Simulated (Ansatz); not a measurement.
Single points on CrO3⁻.

```yaml
crystal:
  periodic: [false, false, false]
  atoms:
    - {symbol: Cr, position_ang: [-0.280787, -0.025959, 0.070130]}
    - {symbol: O, position_ang: [0.100495, 1.320126, 1.211511]}
    - {symbol: O, position_ang: [0.155366, -1.764307, 0.289073]}
    - {symbol: O, position_ang: [0.024928, 0.470151, -1.570714]}
basis:
  gaussian: {orbitals: def2-TZVPD, initial_orbitals: start.molden}
total_charge: -1
magnetization: {spin_polarized: true, initial_magnetization: 5}
hamiltonian: {xc: {name: wB97X-V}}
scf: {omitted_lower_state_checks: [starts]}
output: {orbitals: {seedname: orbitals}}
```

The file start.molden holds the orbitals of an earlier run on this structure, at another level or in another basis.

```sh
$ ansatz run in.yaml --threads 4 --pin off --events-out ev --progress --plain --max-ram 3916MiB
```

Output, abridged:

```
Functional definition: wB97X-V
1021 factors; their error is unknown
258 factors; integrals over basis functions are off by at most 3.5e-5 eV
mean field evaluation 1: about -34557.0874 eV, gradient 6.4e0 eV
mean field evaluation 2: about -34557.1740 eV, gradient 2.6e-1 eV
mean field evaluation 4: about -34557.2479 eV, gradient 8.4e-2 eV
mean field evaluation 8: about -34557.2481 eV, gradient 2.5e-5 eV
mean field -34557.24809907 eV, -1269.9554438967 hartree, gradient 9.3e-6 eV, S^2 8.777708; 0 other end points of the search recorded, 0 dependent functions left out
reference -34557.24809764 eV, -1269.9554438441 hartree; 27, 22 occupied and 141, 146 virtual orbitals, 1021 factors
Total energy: -34557.24809764 eV, -1269.9554438441 hartree
Checks for a lower state left out: starts
```

Hardware: 4 threads of Intel Xeon Platinum 8488C on a shared host. Wall time 17 s, peak host memory 0.86 GiB.

The first input with `hamiltonian: {xc: {text: "exchange = 0.90*pbe_x + 0.10*exact_x\ncorrelation = pbe_c"}}` (abridged; 5.5 s):

```
Functional definition: unnamed
mean field -34551.79183135 eV, -1269.7549297565 hartree, gradient 6.7e-6 eV, S^2 8.774313
Total energy: -34551.79187548 eV, -1269.7549313783 hartree
Checks for a lower state left out: starts
```

As the first input, with `hamiltonian: {xc: hse06, dispersion: d4}` (abridged; 6 s):

```
Functional definition: HSE06
mean field -34550.78964600 eV, -1269.7181001243 hartree, gradient 7.5e-6 eV, S^2 8.785141
Total energy: -34550.86404998 eV, -1269.7208344199 hartree
Checks for a lower state left out: starts
```

Geometry: PBE-D4/def2-TZVPD.

HSE06 is defined as in plane-wave codes, on full-range PBE exchange. At PBE with 10 % exact exchange/def2-TZVPD the highest occupied level of the charge -1 sextet lies above zero (up to 0.21 eV). It is a level of α spin, whose loss leaves a quintet; that state wasn't run at this geometry and level. The electron is either unbound and held by the finite basis, or the level is raised by self-interaction error. At PBE0-D4/def2-TZVPD a doublet of charge -1 lies 4.31 eV below the sextet, each at its own geometry. The structure comes from a short search, and lower isomers may exist.
